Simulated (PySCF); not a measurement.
Predicted microwave data (PBE0/pcSseg-1 in PySCF (dipole) on a GFN2-xTB geometry, gas phase) for one isomer of C6H14O3Si:

```
Rotational constants : A = 2229, B = 591.7, C = 546.6 MHz
Dipole components    : |μa| = 3.71 D, |μb| = 1.14 D, |μc| = 0.20 D
Inertial defect      : -156.23 u·Å²
κ                    : -0.95
```

**Question.** Which candidate fits, each taken in the one conformer that was computed?
A. `[CH3:1][CH:2]([CH3:3])[O:4][C:5](=[O:6])[C@@H:7]([CH3:8])[O:9][SiH3:10]` with C1–C2–O4–C5 90°, C2–O4–C5–O6 1°, O4–C5–C7–C8 78°, C5–C7–O9–Si10 -24°
B. `[CH3:1][CH2:2][CH2:3][O:4][C:5](=[O:6])[C@@H:7]([CH3:8])[O:9][SiH3:10]` with C1–C2–C3–O4 -179°, C2–C3–O4–C5 -162°, C3–O4–C5–O6 0°, O4–C5–C7–C8 74°, C5–C7–O9–Si10 -22°

**Answer.** A. It is CC(C)OC(=O)[C@@H](C)O[SiH3], a near-prolate asymmetric top, point group C1. The candidates at the same level (rigid rotor, commonest isotopes):

```json
{"SMILES": "CC(C)OC(=O)[C@@H](C)O[SiH3]", "A (MHz)": "2229", "B (MHz)": "591.7", "C (MHz)": "546.6", "μa (D)": "3.71", "μb (D)": "1.14", "μc (D)": "0.20", "Δ (u·Å²)": "-156.23", "point group": "C1", "rotor": "near-prolate asymmetric top"}
{"SMILES": "CCCOC(=O)[C@@H](C)O[SiH3]", "A (MHz)": "2629", "B (MHz)": "483.6", "C (MHz)": "431.4", "μa (D)": "3.66", "μb (D)": "1.39", "μc (D)": "0.28", "Δ (u·Å²)": "-65.81", "point group": "C1", "rotor": "near-prolate asymmetric top"}
```

`CCCOC(=O)[C@@H](C)O[SiH3]` has C 21 % too low. No structure here is proved a minimum.
